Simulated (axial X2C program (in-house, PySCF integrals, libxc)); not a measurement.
**Levels of HgCl by electron attachment to HgCl⁺ (EOM-EA-CCSD)**

Calculated with an axial X2C code built on PySCF integrals: two-component X2C with atomic mean-field Coulomb and Gaunt terms, Gaussian nuclei, basis Hg dyall-acv3z, Cl dyall-av3z with contracted cores.

R = 2.501 Å (1.045 times 2.393 Å, the PBE0 minimum at charge 0 for the lowest determinant).

Levels of HgCl obtained by attaching an electron to HgCl⁺:

```csv
Ω,binding energy (eV),above lowest (cm⁻¹),attached spinor,one-particle weight
1/2,9.390,0,"51% Hg sσ, 22% Cl pσ, 19% Hg pσ",0.96
1/2,4.899,36222,85% Hg pπ,0.96
3/2,4.398,40265,87% Hg pπ,0.96
1/2,3.493,47560,"65% Hg pσ, 12% Hg dσ",0.66
1/2,2.625,54560,"85% Hg sσ, 12% Hg pσ",0.75
```

Problem. What is the splitting of the first π pair in the table, and is it regular or inverted?

Solution. E(3/2) − E(1/2) = 40265 − 36222 = 4043 cm⁻¹ at EOM-EA-CCSD: regular, Ω = 1/2 lower. Splittings at this level can be off by ten to twenty per cent.

This point took 23 s on 1 thread of Arm Neoverse V2, with other jobs on the host.

Reference electrons by ω block (each with its −ω partner): 1/2: 28, 3/2: 14, 5/2: 5, 7/2: 1. 18 electrons of HgCl⁺ correlated (inner shells frozen), 84 natural virtual spinors (a truncated set); levels can be off by some tenths of an eV. Roots sought by Ω: (1/2: 5, 3/2: 4, 5/2: 2, 7/2: 1); the list ends where they run out and leaves out roots under 60 % one-particle weight. The solver can skip a root, and states that need a further excitation, which the method places far too high, are missing though they may lie low or lowest. T1 of the reference 0.031 (Lee–Taylor). The reference was not checked to be the lowest state of its species. Number of frozen shells: Hg 5 s, 4 p, 2 d, 1 f; Cl 2 s, 1 p. Large amplitudes in the reference (orbital relaxation or multireference character) lower the reliability.
